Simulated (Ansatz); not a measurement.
Basis-set extrapolation for Cl$_{2}$H$_{4}$O$_{2}$Si$_{2}$, SMILES `O[Si@H](Cl)[Si@@H](O)Cl` (PBE0-D4/def2-TZVP geometry, frozen core, Ansatz 0.2.0). Multiplicity 1, RHF reference.

```csv
,def2-TZVPP,def2-QZVPP
HF,-1649.253622,-1649.304855
MP2 correlation,-1.090854,-1.190265
CCSD(T) correlation,-1.190699,not run
```

Energies in hartree. Use E(X) = E(∞) + A·exp(−7.88·√X) for Hartree–Fock and E(X) = E(∞) + B·X^(−2.97) for correlation, with X = 3 and 4, and add CCSD(T) minus MP2 of the smaller set to the MP2 limit.

Problem. What is the CCSD(T) energy at the basis-set limit?

Solution. HF limit: -1649.304855 + (-0.051233) × 0.13774 = -1649.31191. MP2 limit: -1.190265 + (-0.099411) × 0.74074 = -1.26390. Higher-order term: -1.190699 − (-1.090854) = -0.09984. Total: -1650.67565 hartree, 607.4 kJ/mol below CCSD(T)/def2-TZVPP.
